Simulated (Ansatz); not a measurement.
Ansatz (a first-principles code) job for F₅Nb, SMILES [F][Nb+]([F])([F])([F])[F] (connectivity only; charge and spin as stated), charge +1, multiplicity 2, PBE/def2-TZVPD. The structure is a stationary point at PBE0-D3(BJ)/def2-SVP. The spin state was assumed, not searched. The def2 effective core potentials stand for the cores of Nb; spin–orbit coupling is left out.

Ansatz 0.2 input:
```yaml
crystal:
  periodic: [false, false, false]
  atoms:
    - {symbol: Nb, position_ang: [-0.00067077, 0.21868569, -0.00000000]}
    - {symbol: F, position_ang: [0.01950099, -2.28386584, -0.00000000]}
    - {symbol: F, position_ang: [-0.17230745, 1.99585753, 0.00000001]}
    - {symbol: F, position_ang: [0.92233604, -0.15452083, 1.48968370]}
    - {symbol: F, position_ang: [-1.68880982, -0.39918483, 0.00000004]}
    - {symbol: F, position_ang: [0.92233597, -0.15452083, -1.48968374]}
basis:
  gaussian:
    orbitals: def2-TZVPD
hamiltonian:
  xc: {name: PBE}
total_charge: 1
magnetization: {spin_polarized: true, initial_magnetization: 1}
```

Log of the run:

```
WARN ansatz: RAYON_NUM_THREADS=2 ignored (pool sized by the plan → 2); use --threads N
Functional definition: PBE
integrals: 0.18 GiB planned
1303 factors; their error is unknown
mean field: 1.44 GiB planned
mean field evaluation 1: about -15106.4783 eV, gradient 8.3e1 eV
mean field evaluation 2: about -14837.2095 eV, gradient 2.9e2 eV
mean field evaluation 4: about -15110.6320 eV, gradient 5.8e1 eV
mean field evaluation 8: about -15125.1145 eV, gradient 2.0e0 eV
mean field evaluation 16: about -15125.1252 eV, gradient 1.5e-2 eV
mean field evaluation 32: about -15124.7539 eV, gradient 1.1e1 eV
mean field evaluation 64: about -15125.0873 eV, gradient 1.1e0 eV
mean field evaluation 96: about -15125.0970 eV, gradient 1.3e-1 eV
mean field -15125.12516859 eV, -555.8380977675 hartree, gradient 7.1e-6 eV, S^2 0.751803; 7 other end points of the search recorded, 0 dependent functions left out
reference -15125.12524564 eV, -555.8381005990 hartree; 29, 28 occupied and 211, 212 virtual orbitals, 1303 factors
Total energy: -15125.12524564 eV, -555.8381005990 hartree
```

The calculation finished and met its thresholds.

Cost: roughly 90 core-seconds.
